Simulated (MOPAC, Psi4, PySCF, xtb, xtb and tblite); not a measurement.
Two geometries of SMILES c1c[se]c(-c2ccc[se]2)c1, relaxed at GFN2-xTB with one dihedral held; other torsions can differ between them too.

Structure A

```
16

C     -2.8962     0.7064     0.5828
C     -3.2247    -0.5878     0.3309
Se    -1.7373    -1.6317    -0.0343
C     -0.7137    -0.0699     0.1942
C      0.7190    -0.0664     0.0995
C      1.5792     0.8078     0.7115
C      2.9443     0.6165     0.4132
C      3.2050    -0.4020    -0.4475
Se     1.6616    -1.2666    -1.0006
C     -1.5170     0.9935     0.5145
H     -3.6304     1.4604     0.8123
H     -4.2126    -1.0121     0.3327
H      1.2370     1.5687     1.3924
H      3.7188     1.2304     0.8420
H      4.1714    -0.7121    -0.8024
H     -1.1235     1.9828     0.6756
```

Structure B

```
16

C      2.9221     0.7128     0.5389
C      3.2100    -0.6038     0.3721
Se     1.6932    -1.6273     0.0711
C      0.7134    -0.0228     0.2127
C     -0.7095     0.0141     0.0782
C     -1.5480    -1.0421    -0.1610
C     -2.9183    -0.7215    -0.2482
C     -3.2062     0.5951    -0.0811
Se    -1.6893     1.6186     0.2198
C      1.5519     1.0334     0.4518
H      3.6786     1.4570     0.7236
H      4.1832    -1.0591     0.4001
H     -1.1713    -2.0484    -0.2734
H     -3.6746    -1.4657    -0.4331
H     -4.1793     1.0505    -0.1094
H      1.1750     2.0396     0.5639
```

### Question
Which is lower in energy at the level Psi4 with B3LYP-D3(BJ)/def2-SVP // GFN2-xTB, and by how much?

### Answer
B is lower, by 0.75 kcal/mol (dihedral Se3–C4–C5–Se9: 30° in A, 180° in B).

E(B) − E(A) in kcal/mol at the other levels, on the same two geometries: GFN2-xTB (xtb and tblite) -2.47; B3LYP/def2-SVP // GFN2-xTB (Psi4) -0.69; PBE/def2-SVP // GFN2-xTB (Psi4) -0.64; PBE-D3(BJ)/def2-SVP // GFN2-xTB (Psi4) -0.69; PM3, restricted, heats of formation // GFN2-xTB (MOPAC) -1.54; PM7, restricted, heats of formation // GFN2-xTB (MOPAC) -2.48; GFN1-xTB // GFN2-xTB (xtb) -1.39; restricted B3LYP/6-31G*, spherical d, density fitting // GFN2-xTB (PySCF) -0.76; restricted MP2 (frozen core)/3-21G // GFN2-xTB (PySCF) -1.15.
